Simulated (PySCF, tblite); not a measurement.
Isomers of [C7H7Cl]- (charge -1 and doublet state), one GFN2-xTB conformer each. Single-point energies are computed at B3LYP/pcH-1 (PySCF, gas phase, no added dispersion term), electronic only. GFN2-xTB treats the open shell by occupation alone, and not every SCF solution was tested for stability.

Task: Rank them by B3LYP/pcH-1 energy, lowest first (kJ/mol).
A. `C[C@@]12[CH-][CH][C@@H]1C=C2Cl` [radical]
B. `C[C-]1[CH]C=CC=C1Cl` [radical]

Result: B (0.0), A (289.9).

As drawn, the higher has a four-membered ring and a quaternary carbon, which the lower lacks. GFN2-xTB itself gives, in the same order: 0.0, 213.9. Both levels put the same isomer lowest.

Task: What happens when harmonic zero-point energies from GFN2-xTB frequencies are added?

Result: 
```tsv
SMILES	ZPE (kJ/mol)	electronic (kJ/mol)	with ZPE (kJ/mol)
C[C-]1[CH]C=CC=C1Cl	284.6	0.0	0.0
C[C@@]12[CH-][CH][C@@H]1C=C2Cl	287.3	289.9	292.6
```

The zero-point energies span 2.7 kJ/mol. The order is unchanged.
